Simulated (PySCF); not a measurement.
# [PbH4]2−: one run

[PbH4]2− (singlet). PySCF 2.14.0, RKS BP86, Pb x2c-SVPall, H x2c-SVPall; spin-free X2C-1e, Gaussian nucleus; density fitting; C-PCM eps 78.36 (cavity of 1.2 × van der Waals radii, 2.4 Å on f atoms and on d metals without a tabulated radius); no spin-orbit coupling. Purpose: basis and core treatment x2c-SVP.

```python
mol = gto.M(atom='''
Pb     0.42502    -0.38669    -0.53540
H      0.99950     0.79962     0.85588
H     -0.79283    -1.19685     0.70480
H      1.77678    -1.65406     0.02483
H     -2.38232     2.36785    -0.82844''',
    basis={'Pb': 'x2c-SVPall', 'H': 'x2c-SVPall'},
    nucmod='G',
    charge=-2, spin=0)
mf = dft.RKS(mol, xc='B88,P86')
mf.grids.atom_grid = (99, 590)
mf = mf.density_fit()  # fitting sets: Pb AutoAux, H AutoAux
mf = mf.sfx2c1e()
mf = mf.PCM(); mf.with_solvent.method = 'C-PCM'  # radii 1.2 x van der Waals (1.2 x 2.0 A for f atoms and untabulated d metals)
mf.with_solvent.eps = 78.36
mf.conv_tol = 1e-08; mf.max_cycle = 55
mf.kernel(dm0)  # dm0: free metal ions and neutral atoms
mf.nuc_grad_method().kernel()
```

Run from Python with OMP_NUM_THREADS=2; the lines above give its settings. Where DIIS fails, smearing, a level shift and second-order steps follow.
It took 8.9 s on 2 threads of AMD EPYC 9R45 96-Core Processor (Zen 5) (shared host).

Where do the frontier levels lie, over both spins?

HOMO -3.97 eV, LUMO 0.24 eV. 

What does the SCF print?


```
Solvent Energy = -0.479720402832408
init E= -20889.5319561495
Solvent Energy = -0.444590603308255
cycle= 1 E= -20889.3298846416  delta_E= 0.202  |g|= 0.989  |ddm|= 3.37
Solvent Energy = -0.416309716602901
...
cycle= 8 E= -20889.7243752038  delta_E= -7.29e-09  |g|= 2.4e-05  |ddm|= 0.000348
Solvent Energy = -0.362460070772306
Extra cycle  E= -20889.7243752039  delta_E= -1.24e-10  |g|= 2.04e-05  |ddm|= 9.15e-05
converged SCF energy = -20889.7243752039
```

What are the Mulliken charges and spins?


| atom | charge (e) | spin (e) |
| --- | --- | --- |
| Pb1 | -0.211 | 0.000 |
| H2 | -0.277 | 0.000 |
| H3 | -0.277 | 0.000 |
| H4 | -0.302 | 0.000 |
| H5 | -0.932 | 0.000 |

What forces act on the atoms (eV/Å)?


```
Pb  -0.14  0.17 -0.62
H    0.01 -0.11  0.13
H    0.10 -0.01  0.13
H   -0.02  0.01  0.16
H    0.04 -0.05  0.20
```
Forces carry noise of the integration grid, about 0.01 to 0.03 eV/Å.
